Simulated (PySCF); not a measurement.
Si(OH)4 cation (H₄O₄Si), SMILES O[Si](O)(O)O (connectivity only; charge and spin as stated), charge +1, multiplicity 2.

Coordinates come from a ωB97X-D3(BJ)/def2-SVP optimisation. The multiplicity is an assumed one; no other spin state was optimised. The isomer is the one that the SMILES or the coordinates give; other isomers of the formula were not compared. One conformer was computed; it need not be the lowest.

The numbers are results of PySCF with TDA-CAM-B3LYP/def2-SVPD, not measurements.

Vertical excitations. Gas-phase values at a fixed geometry.

### Question
Estimate the UV-visible absorptions. (An estimate is asked for; the answer gives what the named calculation found.)

### Answer

| state | energy (eV) | λ (nm) | f | main pairs |
|---|---|---|---|---|
| root 1 | 2.51 | 494 | 0.003 | β HOMO−4→LUMO 40 %, β HOMO−5→LUMO 34 %, β HOMO−1→LUMO 16 %, β HOMO−2→LUMO 10 % |
| root 2 | 2.53 | 491 | 0.000 | β HOMO−6→LUMO 52 %, β HOMO−3→LUMO 44 % |
| root 3 | 3.25 | 382 | 0.001 | β HOMO→LUMO 95 % |
| root 4 | 3.43 | 361 | 0.008 | β HOMO−1→LUMO 78 %, β HOMO−2→LUMO 13 % |
| root 5 | 4.01 | 309 | 0.190 | β HOMO−2→LUMO 69 %, β HOMO−4→LUMO 12 % |
| root 6 | 4.12 | 301 | 0.003 | β HOMO−3→LUMO 50 %, β HOMO−6→LUMO 47 % |
| root 7 | 5.00 | 248 | 0.011 | β HOMO−5→LUMO 56 %, β HOMO−4→LUMO 43 % |
| root 8 | 6.84 | 181 | 0.000 | β HOMO−7→LUMO 71 %, β HOMO−9→LUMO 27 % |
| root 9 | 7.41 | 167 | 0.034 | β HOMO−8→LUMO 83 %, β HOMO−10→LUMO 14 % |
| root 10 | 8.44 | 147 | 0.000 | α HOMO→LUMO 44 %, β HOMO→LUMO+1 37 % |
Unrestricted roots are not spin-pure.
